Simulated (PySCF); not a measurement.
C₇H₁₅NOSi.
Geometry (PBE0-D3(BJ)/def2-SVP, Å), atoms numbered from 1 in this order:
```
atom  x, y, z in Å
C1    -0.1384    3.0444   -0.1675
C2    -0.4115    1.9653   -0.9109
Si3    0.0374    0.2215   -0.4278
N4    -1.3582   -0.7830   -0.1930
C5    -2.1974   -0.5931    0.9599
C6    -1.9879   -1.4599   -1.2974
C7     1.3028    0.0656    0.9600
C8     2.5717   -0.2488    0.1472
C9     2.1553   -1.0523   -1.0873
O10    0.9873   -0.4712   -1.6333
H11    0.4061    2.9707    0.7813
H12   -0.4410    4.0551   -0.4648
H13   -0.9633    2.1175   -1.8490
H14   -3.0881    0.0359    0.7535
H15   -1.6365   -0.1072    1.7751
H16   -2.5644   -1.5616    1.3496
H17   -1.2661   -1.5919   -2.1164
H18   -2.8695   -0.9154   -1.6955
H19   -2.3379   -2.4652   -0.9949
H20    1.4315    0.9406    1.6133
H21    1.0199   -0.7872    1.5996
H22    3.3315   -0.7893    0.7351
H23    3.0322    0.6956   -0.1881
H24    2.9454   -1.0554   -1.8556
H25    1.9603   -2.1070   -0.8098
```

Level: PBE0/pcSseg-1 in PySCF, non-relativistic, on one gas-phase PBE0-D3(BJ)/def2-SVP geometry that isn't relaxed in the solvent. The solvent is an IEF-PCM continuum (van der Waals radii × 1.2). The model holds no explicit solvent molecules, cavitation or dispersion.

```json
{"medium": "gas phase", "total energy (Eh)": "-694.619568", "HOMO (eV)": "-6.105", "LUMO (eV)": "-0.246", "dipole (D)": "1.391"}
{"medium": "tetrahydrofuran (ε = 7.426)", "total energy (Eh)": "-694.625025", "HOMO (eV)": "-6.091", "LUMO (eV)": "-0.270", "dipole (D)": "1.874"}
```

Task: What is E(solvent) − E(gas) in tetrahydrofuran, in kcal/mol?

Result: -694.625025 − (-694.619568) = -0.005457 Eh = -3.42 kcal/mol.

Task: Scale it by Onsager's factor (ε − 1)/(2ε + 1) to acetonitrile (ε = 35.69), and compare with the calculation.

Result: The factor goes from 0.405 to 0.479, a ratio of 1.182, which gives -4.05 kcal/mol. The calculation gives -4.19 kcal/mol (total energy -694.626242 Eh), so the scaled value is 3.3 % too small in size.

Task: Scale the changes of the other columns the same way. What are the values in acetonitrile?

Result: 
```
  quantity  scaled  computed  difference
 HOMO (eV)  -6.089    -6.103      +0.014
 LUMO (eV)  -0.274    -0.287      +0.013
dipole (D)   1.962     2.010      -0.048
```

Task: How does each lowering split into the polarisation term (half the interaction with the induced surface charges) and the distortion of the solute's density?

Result: tetrahydrofuran: -3.77 + 0.35 kcal/mol, the distortion taking back 9 % of the polarisation term; acetonitrile: -4.73 + 0.54 kcal/mol, the distortion taking back 11 % of the polarisation term.
